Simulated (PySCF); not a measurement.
Isomers of C5H4FNS, one GFN2-xTB conformer each. Single-point energies are computed at PBE0/pcSseg-1 (PySCF, gas phase, no added dispersion term), electronic only.

Question: Rank them by PBE0/pcSseg-1 energy, lowest first (kcal/mol).
A. `[N:1]#[C:2][C:3]1=[CH:4][S:5][CH2:6][C@@H:7]1[F:8]` with C3–C4–S5–C6 -4°, C4–S5–C6–C7 10°, S5–C6–C7–F8 106°, C2–C3–C7–C6 -172°
B. `[CH2:1]=[C:2]([F:3])[c:4]1[cH:5][n:6][cH:7][s:8]1` with C1–C2–C4–C5 180°
C. `[CH2:1]=[CH:2][c:3]1[n:4][c:5]([F:6])[cH:7][s:8]1` with C1–C2–C3–N4 0°

Answer: C (0.0), B (1.5), A (3.3).

As drawn, the lowest has an aromatic ring, which the highest lacks; the highest has a C≡N group, which the lowest lacks. Neighbours under 2.5 kcal/mol apart (C=Cc1nc(F)cs1 and C=C(F)c1cncs1; C=C(F)c1cncs1 and N#CC1=CSC[C@@H]1F) can change places with a better method, another conformer or zero-point energy. GFN2-xTB itself gives, in the same order: 0.0, 0.5, 14.7. Both levels put the same isomer lowest; measured from each level's own lowest isomer, the values differ by up to 11.4 kcal/mol (N#CC1=CSC[C@@H]1F: 14.7 against 3.3).

Question: Which frontier levels, dipoles and rotational constants go with these structures?

Answer: 
```csv
SMILES,"HOMO (eV, PBE0/pcSseg-1)",LUMO (eV),dipole (D),"A, B, C (MHz)"
C=Cc1nc(F)cs1,-6.80,-1.86,2.32,"2927, 1450, 969.5"
C=C(F)c1cncs1,-7.01,-1.80,2.13,"3638, 1411, 1017"
N#CC1=CSC[C@@H]1F,-7.12,-1.76,4.74,"2969, 1379, 1012"
```

Question: As an exercise, what shares would exp(−E/RT) give at 298.15 K from these electronic energies alone (no entropy, no degeneracies)?

Answer: RT = 0.592 kcal/mol: C=Cc1nc(F)cs1 92.1 %, C=C(F)c1cncs1 7.5 %, N#CC1=CSC[C@@H]1F 0.3 %.
